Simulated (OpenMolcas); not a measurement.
**S4+: effect of the active space**

| Quantity | Value |
| --- | --- |
| Program | OpenMolcas 26.06 |
| Method | SS-CASPT2 or its RAS form, IPEA 0.25 Eh, imaginary shift 0.1 Eh |
| Basis | ANO-RCC-VTZP |
| Scalar Hamiltonian | DKH2, point nucleus |
| Spin-orbit coupling | RASSI with atomic mean-field integrals over the reference wave functions, term energies averaged over their components |

A. 2 electrons in 4 orbitals (3s 3p); 2S+1 = 3 even, 3 roots; 2S+1 = 1 even, 7 roots; 2S+1 = 3 odd, 3 roots; 2S+1 = 1 odd, 3 roots; closed shells correlated: 2s 2p; CASPT2 step about 1.6 core-seconds
B. 2 electrons in 8 orbitals (3s 3p 4s 4p); 2S+1 = 3 even, 3 roots; 2S+1 = 1 even, 7 roots; 2S+1 = 3 odd, 3 roots; 2S+1 = 1 odd, 3 roots; closed shells correlated: 2s 2p; CASPT2 step about 4 core-seconds
C. 2 electrons in 9 orbitals (RAS2 3s 3p; RAS3 3d, at most 2 electrons); 2S+1 = 3 even, 3 roots; 2S+1 = 1 even, 7 roots; 2S+1 = 3 odd, 3 roots; 2S+1 = 1 odd, 3 roots; closed shells correlated: 2s 2p; CASPT2 step of the order of 6 core-seconds

Energies in cm⁻¹ above 3s² ¹S₀, the measured ground level; measured values from NIST levels in Podobedova, Kelleher and Wiese, J. Phys. Chem. Ref. Data 38, 171 (2009); Martin, Zalubas and Musgrove, J. Phys. Chem. Ref. Data 19, 821 (1990).

```
     Level       A       B       C  Measured
   3s² ¹S₀     0.0     0.0     0.0       0.0
3s 3p ³P°₀   82393   82444   82204     83024
3s 3p ³P°₁   82723   82774   82532     83394
3s 3p ³P°₂   83395   83446   83201     84155
3s 3p ¹P°₁  130818  130569  128633    127151
   3p² ³P₀  200521  200475  200074    199967
   3p² ³P₁  200870  200822  200420    200371
   3p² ³P₂  201419  201237  201096    201146
   3p² ¹D₂  203519  202360  194480    193739
```

Deviations, from unrounded energies. A percentage is the sum of absolute deviations over the sum of measured energies, with the sign that they share, or ± where signs differ.

| Against measurement | Levels | A | B | C |
| --- | --- | --- | --- | --- |
| mean absolute deviation (cm-1) | 8 | 2100 | 1900 | 630 |
| other configurations (%) | 8 | ±1.4 | ±1.3 | ±0.4 |

C lies closest to measurement on these levels and A furthest from it. The largest miss of C in the table is 3s 3p ¹P°₁, by +1500 cm-1. The ranking rests on the paired levels alone, and a cruder setting can come out closer through cancelling errors.

Among A to C the level of the table that moves most is 3p² ¹D₂, by 9000 cm-1 (lowest in C, highest in A).

Over all roots computed the reference weight is 0.93 to 1.00 in A, 0.91 to 1.00 in B; the roots of lowest weight are the least certain, and an intruder state may touch them. Some levels mix across a computed gap that differs much from the measured one, so their mixing is not that of the real levels (holds for A; B). The ¹D term of p² mixes with s d, which this space lacks (holds for A; B). Active for correlation alone: 4p 4s; no level in the range computed is led by a configuration that fills them, so any true level of that kind is missing (holds for B). Active for correlation alone: 3d; no level in the range computed is led by a configuration that fills it, so any true level of that kind is missing (holds for C). Some terms mix strongly with configurations of 3d, whose occupation reaches 0.23 (3p² ¹D) (holds for C). Computed and measured levels are paired by configuration, term and J; levels that our copy of the source lacks, or whose pairing is in doubt (as where it misses far off the trend of its configuration), stay unpaired and out of the deviations. Levels of configurations outside the active space are missing. The table leaves out levels that lie high or whose names do not pair safely across all columns.

° marks odd parity.
